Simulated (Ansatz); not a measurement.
A search over several starts for the lowest SCF solution of the cluster SiW3 at the given spin, in a small basis.

```yaml
crystal:
  periodic: [false, false, false]
  atoms:
    - {symbol: W, position_ang: [-0.033235, -1.441642, -0.092127]}
    - {symbol: W, position_ang: [-0.472342, 0.348514, 1.320350]}
    - {symbol: W, position_ang: [1.388428, 0.394350, -0.068147]}
    - {symbol: Si, position_ang: [-0.882851, 0.698789, -1.160067]}
basis:
  gaussian: {orbitals: def2-SVP, initial_orbitals: start.molden}
hamiltonian: {xc: pbe0, dispersion: d4}
output: {orbitals: {seedname: orbitals}}
```

The file start.molden holds the orbitals of an earlier run on this structure, at another level or in another basis.

```sh
$ ansatz run in.yaml --threads 4 --pin off --events-out ev --progress --plain --max-ram 3916MiB
```

Output, abridged:

```
Functional definition: PBE0
1237 factors; their error is unknown
mean field evaluation 1: about -13268.2994 eV, gradient 1.3e3 eV
mean field evaluation 2: about -13292.5610 eV, gradient 4.8e1 eV
mean field evaluation 4: about -13326.2789 eV, gradient 1.9e1 eV
mean field evaluation 8: about -13343.3437 eV, gradient 3.8e0 eV
mean field evaluation 16: about -13332.2367 eV, gradient 7.2e1 eV
mean field evaluation 32: about -13343.8020 eV, gradient 3.3e-4 eV
mean field -13343.80200755 eV, -490.3756790235 hartree, gradient 9.9e-6 eV, S^2 0.000000; 1 other end points of the search recorded, 0 dependent functions left out
reference -13343.80203288 eV, -490.3756799546 hartree; 28, 28 occupied and 86, 86 virtual orbitals, 1237 factors
Total energy: -13344.02733477 eV, -490.3839596463 hartree
```

It took 3.6 s on 4 threads of Arm Neoverse V2 on a shared host.

In the def2 sets W takes a core potential; there is no spin–orbit coupling. The structure comes from a short search, and lower isomers may exist.
